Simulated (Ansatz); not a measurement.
CH3 (SMILES [CH3]), charge 0, multiplicity 2, relaxed at each level with Ansatz (a program for electronic structure); harmonic frequencies from differences of analytic forces, average atomic masses, frozen cores. Open shells are unrestricted.

Task: Give the equilibrium geometry, the harmonic frequencies and the zero-point energy at HF/def2-TZVPP.

Result: 
(charge 0, multiplicity 2):
```xyz
4

C      0.000     0.000     0.000
H      1.061    -0.144    -0.002
H     -0.656    -0.847     0.004
H     -0.405     0.991    -0.002
```
Frequencies (cm⁻¹): 412, 1517, 1517, 3233, 3409, 3409. Zero-point energy 19.30 kcal/mol.

Task: Give the equilibrium geometry, the harmonic frequencies and the zero-point energy at CCSD(T)/cc-pVTZ.

Result: 
(charge 0, multiplicity 2):
```tsv
atom	x (Å)	y (Å)	z (Å)
C	0.0000	0.0000	0.0000
H	1.0690	-0.1456	-0.0023
H	-0.6605	-0.8530	0.0045
H	-0.4084	0.9985	-0.0022
```
Frequencies (cm⁻¹): 496, 1427, 1427, 3120, 3300, 3300. Zero-point energy 18.68 kcal/mol.
